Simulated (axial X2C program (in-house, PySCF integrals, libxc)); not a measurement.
## Bond lengths and stretching modes, held linear, of FRhF

Calculated with an axial X2C code built on PySCF integrals: two-component X2C with atomic mean-field Coulomb and Gaunt terms, Gaussian nuclei, basis F dyall-av3z, Rh dyall-v3z with contracted cores. Spin-free rows use the one-electron spin-free X2C Hamiltonian.

Masses F 18.998, Rh 102.906, F 18.998 u. States: 2c Ω = 3/2 (beyond evenly filled blocks: ω = 3/2); spin-free M_S = 3/2, Λ = 0 (beyond evenly filled blocks: σα, π+α, π-α).

PBE, 2c: energies above the lowest point

| r(F–Rh) (Å) | r(Rh–F) (Å) | E (meV) |
| --- | --- | --- |
| 1.7891 | 1.7891 | 104.19 |
| 1.7891 | 1.8350 | 50.87 |
| 1.7891 | 1.8809 | 54.56 |
| 1.8350 | 1.7891 | 50.87 |
| 1.8350 | 1.8350 | 0.00 |
| 1.8350 | 1.8809 | 5.61 |
| 1.8350 | 1.9267 | 54.88 |
| 1.8809 | 1.7891 | 54.56 |
| 1.8809 | 1.8350 | 5.61 |
| 1.8809 | 1.8809 | 12.69 |
| 1.9267 | 1.8350 | 54.88 |
| 1.9267 | 1.9267 | 114.28 |

Problem. Fit a quadratic surface with cubic terms in each bond: where is the minimum, and what are the two stretching wavenumbers?

Solution. At PBE, 2c: bonds 1.852 and 1.852 Å; harmonic stretches 600.4 and 682.3 cm⁻¹; force constants 3.92, 3.92 and coupling 0.11 mdyn/Å.

The other levels and Hamiltonians give:

```csv
Hamiltonian,level,r(F–Rh) (Å),r(Rh–F) (Å),lower stretch (cm⁻¹),upper stretch (cm⁻¹)
2c,PBE0,1.840,1.840,621.0,703.2
2c,HF,1.877,1.877,597.7,673.9
2c,MP2,1.847,1.847,613.4,686.2
spin-free,PBE0,1.839,1.839,621.4,704.7
spin-free,HF,1.876,1.876,596.5,676.1
spin-free,PBE,1.851,1.851,601.2,683.5
spin-free,MP2,1.844,1.844,613.8,689.5
```

Each state is one determinant, the lowest of a limited PBE0 search; the stretches come from a fit to these few points and carry an uncertainty of a few per cent. Other orders of the atoms were not compared. MP2 freezes inner shells (threshold -2 hartree). The molecule was held linear; bending was not examined, so a bent shape may lie lower. Note: several unpaired electrons, one determinant need not be a pure state.
